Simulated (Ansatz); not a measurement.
CH3Al, SMILES `[CH][AlH2]` (lower triplet) (charge 0, multiplicity 3). This triplet lies 0.79 eV below the relaxed singlet at the level composite: frozen-core CCSD(T) with HF/cc-pVQZ and the correlation energy extrapolated as X^-3 from cc-pVTZ and cc-pVQZ, plus CCSDT(Q) minus CCSD(T) in cc-pVTZ // PBE0-D3(BJ)/def2-TZVP (Ansatz, a quantum-chemistry and plane-wave program).

Calculation: frozen-core CCSDT(Q)/cc-pVTZ // PBE0-D3(BJ)/def2-TZVP in Ansatz.

Ansatz 0.2 input:
```yaml
crystal:
  periodic: [false, false, false]
  atoms:
    - { symbol: C, position_ang: [1.220735, -0.109274, -0.039174] }
    - { symbol: Al, position_ang: [-0.659767, 0.059574, 0.021843] }
    - { symbol: H, position_ang: [2.297646, -0.207555, -0.076057] }
    - { symbol: H, position_ang: [-1.30292, 1.501479, 0.145393] }
    - { symbol: H, position_ang: [-1.555693, -1.244224, -0.052005] }
basis:
  gaussian: { orbitals: cc-pVTZ }
correlation:
  method: ccsdt_q
magnetization:
  spin_polarized: true
  initial_magnetization: 2
```

Output:

```
Functional definition: HF
1300 factors; integrals over basis functions are off by at most 2.2e-7 eV
mean field evaluation 1: about -7657.5987 eV, gradient 1.1e1 eV
mean field evaluation 2: about -7657.6041 eV, gradient 1.1e1 eV
mean field evaluation 4: about -7658.8700 eV, gradient 1.5e0 eV
mean field evaluation 8: about -7658.8969 eV, gradient 7.9e-4 eV
mean field evaluation 16: about -7658.8891 eV, gradient 1.6e-1 eV
mean field -7658.89685175 eV, -281.4592679152 hartree, gradient 2.3e-6 eV, S^2 2.021007; 0 other end points of the search recorded, 0 dependent functions left out
6 core orbitals not correlated
reference -7658.89685175 eV, -281.4592679152 hartree; 6, 4 occupied and 94, 96 virtual orbitals, 1300 factors
second order -5.14885373 eV of doubles, -0.00000000 eV of singles
cycle   1  -5.81988592 eV  change   -6.7e-1 eV  update   6.7e-2
cycle   2  -6.24541033 eV  change   -4.3e-1 eV  update   2.9e-2
cycle   3  -6.28293128 eV  change   -3.8e-2 eV  update   1.3e-2
cycle   4  -6.27691890 eV  change    6.0e-3 eV  update   6.0e-3
cycle   5  -6.28273568 eV  change   -5.8e-3 eV  update   2.7e-3
cycle   6  -6.28340658 eV  change   -6.7e-4 eV  update   1.3e-3
cycle   7  -6.28294138 eV  change    4.7e-4 eV  update   5.8e-4
cycle   8  -6.28327140 eV  change   -3.3e-4 eV  update   3.1e-4
cycle   9  -6.28335076 eV  change   -7.9e-5 eV  update   1.4e-4
cycle  10  -6.28319532 eV  change    1.6e-4 eV  update   7.1e-5
cycle  11  -6.28322885 eV  change   -3.4e-5 eV  update   3.5e-5
cycle  12  -6.28324736 eV  change   -1.9e-5 eV  update   1.5e-5
cycle  13  -6.28326353 eV  change   -1.6e-5 eV  update   7.6e-6
cycle  14  -6.28326750 eV  change   -4.0e-6 eV  update   3.4e-6
cycle  15  -6.28326589 eV  change    1.6e-6 eV  update   1.7e-6
cycle  16  -6.28326478 eV  change    1.1e-6 eV  update   8.5e-7
cycle  17  -6.28326428 eV  change    5.0e-7 eV  update   4.0e-7
perturbative correction -0.00583987 eV, -0.0002146113 hartree
Total energy: -7665.18595590 eV, -281.6903882297 hartree
```
